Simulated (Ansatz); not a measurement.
This geometry of C3H7Sb (11 atoms, charge 0, multiplicity 1) is a first-order saddle point.

Theory: Ansatz 0.2.0, RKS PBE0/def2-SVP.

```xyz
11
Properties=species:S:1:pos:R:3
C -0.771 1.654 0.318
C -0.299 0.225 0.345
C 0.769 -0.237 -0.316
Sb 1.533 -2.241 -0.195
H -1.667 1.796 0.938
H -1.021 1.975 -0.706
H 0.005 2.342 0.692
H -0.890 -0.473 0.951
H 1.367 0.460 -0.919
H 0.896 -2.735 -1.716
H 0.143 -2.823 0.628
```

Question: Which two structures does it join? (They come from a converged band through this point; their orientation in space is the band's.)

Answer: No bond is made or broken. The dihedral H6–C1–C2–C3 goes from 0 to 121°. The two ends are copies of one structure, up to a mirror image or an exchange of like atoms.

First end point:

```xyz
11
Properties=species:S:1:pos:R:3
C -0.679 1.676 0.380
C -0.186 0.265 0.387
C 0.653 -0.266 -0.510
Sb 1.461 -2.255 -0.439
H -1.779 1.708 0.312
H -0.265 2.251 -0.462
H -0.409 2.193 1.317
H -0.564 -0.365 1.204
H 1.034 0.370 -1.321
H 0.414 -2.883 -1.653
H 0.386 -2.750 0.806
```

Last end point:

```xyz
11
Properties=species:S:1:pos:R:3
C -0.787 1.647 0.284
C -0.323 0.226 0.313
C 0.803 -0.230 -0.246
Sb 1.537 -2.244 -0.108
H -0.905 2.045 1.307
H -1.777 1.728 -0.197
H -0.085 2.297 -0.260
H -0.984 -0.477 0.839
H 1.463 0.479 -0.763
H 1.057 -2.692 -1.700
H 0.066 -2.836 0.552
```

Question: How far does it lie above each of them?

Answer: 0.085 eV above the first and 0.085 eV above the second. This is the barrier of this one path; another mechanism may lie lower.

The run took 110 s on 2 threads of AMD EPYC 7B13 (Zen 3) (shared host), peak memory 0.25 GiB.
